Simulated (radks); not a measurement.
The numbers below are computed, except where a source is named.
Excited configurations of W: one electron is placed in a higher orbital outside [Xe] 4f14 5d4 6s1. The ground configuration is [Xe] 4f14 5d4 6s2. Code: a radial shooting solver on a logarithmic mesh with Libxc functionals. Model: Dirac Kohn-Sham, BLYP, spin-unpolarised, spherical densities, finite nucleus; open shells fill j = l - 1/2 first; Fermi nuclear charge, rms radius 5.3658 fm. Excitation = E - E(ground); binding = E(ion) - E, where the ion is the core of charge +1; n* = 1/sqrt(2 binding) in atomic units, and the quantum defect is n - n*.

outer orbital  excitation (eV)  binding (eV)     n*  eigenvalue (eV)
6p1/2                    4.017         4.682  1.705           -2.214
6d3/2                    7.213         1.486  3.026           -0.571
7s1/2                    6.305         2.395  2.384           -1.297
7p1/2                    6.948         1.752  2.787           -0.933

The Delta-SCF ionisation energy is 8.699 eV (NIST Atomic Spectra Database: 7.864 eV, measured). Self-interaction in the functional shifts the binding energies and quantum defects, so they are the method's values and not measured ones. Spin polarisation and multiplet splitting are left out, so open shells lie too high by an amount that depends on their filling.

Beside tabulated values, note that spin-unpolarised runs miss the spin-polarisation part of the exchange energy of open shells.
